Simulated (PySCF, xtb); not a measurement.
SbI2, SMILES [I][Sb+][I] (connectivity only; charge and spin as stated), charge +1, multiplicity 1.

Harmonic wavenumbers (cm⁻¹) from GFN2-xTB run with xtb at its own minimum, in rising order: 65, 231, 240.

What does PBE0-D3(BJ)/def2-SVP (PySCF 2.14.0) give at its own minimum? (An estimate is asked for; the answer gives what the named calculation found.)

72, 230, 238. Paired by order, the mean absolute difference is 3 cm⁻¹ and the zero-point energies are 0.8 and 0.8 kcal/mol.
